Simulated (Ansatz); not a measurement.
SbH2(SMe) (CH5SSb), relaxed as a singlet with RKS PBE-D4/def2-TZVP in Ansatz, starting from the GFN2-xTB geometry. Force threshold 0.02 eV/Å.

In the def2 sets Sb takes a core potential; there is no spin–orbit coupling.

Start:

Cartesian coordinates in Å:
```
Sb 0.7995 -1.5482 0.6124
H 2.1233 -1.8142 -0.4212
H 1.9040 -1.1720 1.8426
S 0.6551 0.7777 -0.0275
C -1.1168 0.9051 -0.4387
H -1.3614 0.2383 -1.2594
H -1.2824 1.9325 -0.7429
H -1.7212 0.6807 0.4347
```

Task: Estimate the energy that the relaxation releases and the steps that it takes.

Result: 4.3 kJ/mol, in 7 steps; 7.5 s on 4 threads of Arm Neoverse V1 on a shared host. No frequencies were taken in this run, so the end may be a saddle point.

Task: Does the start keep its bonding?

Result: By distances, no bond broke or formed. The bond that changes most is Sb1–H3, from 1.70 to 1.73 Å (atoms count from 1).

Task: Predict the relaxed structure.

Result: 
Cartesian coordinates in Å:
```
Sb 0.823 -1.517 0.610
H 2.154 -1.893 -0.430
H 1.928 -1.207 1.901
S 0.664 0.831 -0.056
C -1.123 0.911 -0.442
H -1.387 0.258 -1.284
H -1.320 1.952 -0.731
H -1.739 0.666 0.431
```
Bond lengths: 1 × C–S 1.83 Å; 1 × S–Sb 2.45 Å; 3 × C–H 1.10 Å; 2 × H–Sb 1.73 Å.
